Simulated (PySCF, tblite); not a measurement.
Species: C6H15PSi.
SMILES with atom numbers: `[CH3:1]/[CH:2]=[P:3]/[CH2:4][Si:5]([CH3:6])([CH3:7])[CH3:8]` (hydrogens: H9, H10, H11 on C1; H12 on C2; H13, H14 on C4; H15, H16, H17 on C6; H18, H19, H20 on C7; H21, H22, H23 on C8)

The geometry is computed with GFN2-xTB (gas phase).

Task: What internal coordinates does the optimisation give?

Result: 
| bond | length (Å) | order |
| --- | --- | --- |
| C1–C2 | 1.490 | single |
| C2=P3 | 1.673 | double |
| P3–C4 | 1.857 | single |
| C4–Si5 | 1.928 | single |
| Si5–C6, Si5–C7, Si5–C8 | 1.907 | single |
| C1–H9, C1–H10, C1–H11 | 1.090 | single |
| C2–H12 | 1.084 | single |
| C4–H13, C4–H14 | 1.090 | single |
| C6–H15 and 8 like bonds | 1.086 | single |

Bonds in one row agree within 0.01 Å and their mean is given. Orders are formal, as drawn. A selection of angles:
| angle | degrees |
| --- | --- |
| C1–C2–P3 | 123.1 |
| C2–P3–C4 | 101.3 |
| P3–C4–Si5 | 114.5 |
| C4–Si5–C6 | 108.1 |
| C4–Si5–C7 | 110.9 |
| C6–Si5–C7 | 109.5 |

Dihedral angles: C1–C2–P3–C4 180° (antiperiplanar); C2–P3–C4–Si5 -79° (synclinal); P3–C4–Si5–C6 -121° (anticlinal). The mirror-image conformer, all signs reversed, is as good.

The 2 C–P bonds span 1.673 Å (C2=P3, drawn double) to 1.857 Å (P3–C4, drawn single), a spread of 0.184 Å. Si5 (four-coordinate silicon) is tetrahedral (angles from 108.1° to 110.9°). Of the pairs four or more bonds apart, H12···H13 is among the closest relative to their van der Waals radii: 2.48 Å, 103 % of the sum of Bondi's values. The 4 C–Si bonds span 1.906 Å (Si5–C7, drawn single) to 1.928 Å (C4–Si5, drawn single), a spread of 0.022 Å.

Point group: C1 (no symmetry element, even within 0.4 Å). GFN2-xTB frequencies show an imaginary mode (22i cm⁻¹), so the point is no minimum at that level. 2 starts were optimised and ended at 0.00 and 1.14 kcal/mol (GFN2-xTB); the lowest of these is shown.
